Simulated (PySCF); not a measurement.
## `CS/C=C/C=C/Cl`, C₅H₇ClS

Geometry:
```json
{"atom": "C1", "x (Å)": "-2.024", "y (Å)": "-0.478", "z (Å)": "-0.352"}
{"atom": "S2", "x (Å)": "-1.733", "y (Å)": "1.218", "z (Å)": "0.171"}
{"atom": "C3", "x (Å)": "-0.002", "y (Å)": "1.323", "z (Å)": "0.178"}
{"atom": "C4", "x (Å)": "0.914", "y (Å)": "0.379", "z (Å)": "-0.126"}
{"atom": "C5", "x (Å)": "2.337", "y (Å)": "0.629", "z (Å)": "-0.071"}
{"atom": "C6", "x (Å)": "3.266", "y (Å)": "-0.294", "z (Å)": "-0.368"}
{"atom": "Cl7", "x (Å)": "4.958", "y (Å)": "0.018", "z (Å)": "-0.297"}
{"atom": "H8", "x (Å)": "-1.614", "y (Å)": "-0.662", "z (Å)": "-1.356"}
{"atom": "H9", "x (Å)": "-3.114", "y (Å)": "-0.610", "z (Å)": "-0.381"}
{"atom": "H10", "x (Å)": "-1.596", "y (Å)": "-1.195", "z (Å)": "0.365"}
{"atom": "H11", "x (Å)": "0.330", "y (Å)": "2.322", "z (Å)": "0.480"}
{"atom": "H12", "x (Å)": "0.597", "y (Å)": "-0.623", "z (Å)": "-0.430"}
{"atom": "H13", "x (Å)": "2.670", "y (Å)": "1.628", "z (Å)": "0.231"}
{"atom": "H14", "x (Å)": "3.019", "y (Å)": "-1.312", "z (Å)": "-0.677"}
```

Method used: quadratic response CAM-B3LYP/aug-cc-pVDZ first hyperpolarisability, Taylor convention, gas phase (PySCF 2.14.0). Geometry: PBE0-D3(BJ)/def2-SVP.

Problem. Give the tensor of the second harmonic β(−2ω;ω,ω) at 1064 nm in the axes of these coordinates.

Solution. In au, Taylor convention; rows are the first index (the induced dipole):
|  | xx | yy | zz | xy | xz | yz |
| --- | --- | --- | --- | --- | --- | --- |
| x | -714.2 | +81.1 | +72.7 | +5.1 | +13.5 | +2.2 |
| y | +27.9 | -38.6 | -27.4 | +73.2 | +1.2 | +6.7 |
| z | +20.5 | +6.0 | -30.4 | +1.6 | +66.4 | -25.4 |

Norm of βᵢ = ⅓ Σⱼ (βᵢⱼⱼ + βⱼᵢⱼ + βⱼⱼᵢ): 572.3 au, hyper-Rayleigh value 276.9 au.
